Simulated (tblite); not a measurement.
Start geometry of `CC(C)[Si@H]([SiH3])Cl` from a force field or distance geometry (Å):
```
atom  x, y, z in Å
C1    -1.2312   -1.2944    0.4460
C2    -0.9311    0.1853    0.3282
C3    -1.3015    0.6410   -1.0305
Si4    0.7732    0.6516    0.8620
Si5    2.3915    0.0567   -0.4997
Cl6    1.1464   -0.2885    2.7138
H7    -2.2641   -1.4166    0.0121
H8    -0.4789   -1.9003   -0.0558
H9    -1.3393   -1.5266    1.5289
H10   -1.6302    0.6862    1.0577
H11   -2.1264    1.4077   -0.9319
H12   -1.7958   -0.2069   -1.5800
H13   -0.5008    1.1176   -1.5905
H14    0.8277    2.0828    1.1087
H15    3.2491    1.2521   -0.7279
H16    3.2596   -0.9625    0.1312
H17    1.9450   -0.4731   -1.7823
```

Problem. What comes out of this run: GFN2-xTB geometry optimisation, gas phase in tblite 0.8.0?

Solution. 
```
atom  x, y, z in Å
C1    -1.0895   -1.3750    0.3209
C2    -1.0297    0.1503    0.3800
C3    -1.4026    0.7471   -0.9746
Si4    0.6986    0.7682    0.9443
Si5    2.4113   -0.0060   -0.4144
Cl6    0.9504    0.1453    2.8725
H7    -2.0863   -1.7086    0.0346
H8    -0.3819   -1.7609   -0.4117
H9    -0.8526   -1.8102    1.2896
H10   -1.7794    0.4825    1.1079
H11   -1.4079    1.8338   -0.9306
H12   -2.3934    0.4152   -1.2822
H13   -0.6908    0.4408   -1.7392
H14    0.6092    2.2336    1.0431
H15    3.2970    1.0849   -0.8291
H16    3.2460   -1.0227    0.2285
H17    1.8946   -0.6063   -1.6496
```

The energy falls by 67.9 kJ/mol over 106 L-BFGS steps, the largest force on an atom goes from 2.70 to 0.009 eV/Å, and the atoms move by 0.440 Å rms after alignment. The bond that changes most is Si4–Si5 (chlorine-bound silicon to SiH3 silicon), which lengthens by 0.122 Å. Bonds longer at the end by more than 0.005 Å: 6 of 16; shorter: 8. Among the angles that change most is C2–C1–H7, from 104.9° to 110.6°. Among the dihedrals that turn most is C1–C2–C3–H13, from -124° to -63°. Rotational constants go from 1832, 1479, 983.7 to 1728, 1428, 975.0 MHz. The orientation of the end geometry is arbitrary; only internal coordinates are fixed.

GFN2-xTB frequencies show an imaginary mode (35i cm⁻¹), so the point is no minimum at that level.

The numbers are calculated, not measured.
